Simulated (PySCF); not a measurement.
Computed IR spectrum (relative IR intensity) of a molecule C5H7O, multiplicity 2. The structure is a stationary point at PBE-D3(BJ)/def2-SVP. Other conformers were not sampled. All values below come from PBE-D3(BJ)/def2-SVP run with PySCF. Harmonic, unscaled wavenumbers; measured fundamentals usually lie a few per cent lower.

Lines under 2 % of the strongest are left out, and lines within 2 cm⁻¹ are merged.

```tsv
ν (cm⁻¹)	relative intensity
70	2.8
390	11
438	2.6
458	2.7
707	2.3
964	5.1
1111	36
1203	3.2
1219	12
1320	3.6
1335	4.2
1363	3.5
1392	3.8
1810	100
2888	15
2907	6.7
2926	2.6
2971	9.3
2986	2.6
3144	5.5
```

Question: Identify the compound among the candidates.
(A) O=C1C[CH]CC1
(B) C[C]=CC(C)=O
(C) O=C1[CH]CCC1

Answer: A, O=C1C[CH]CC1
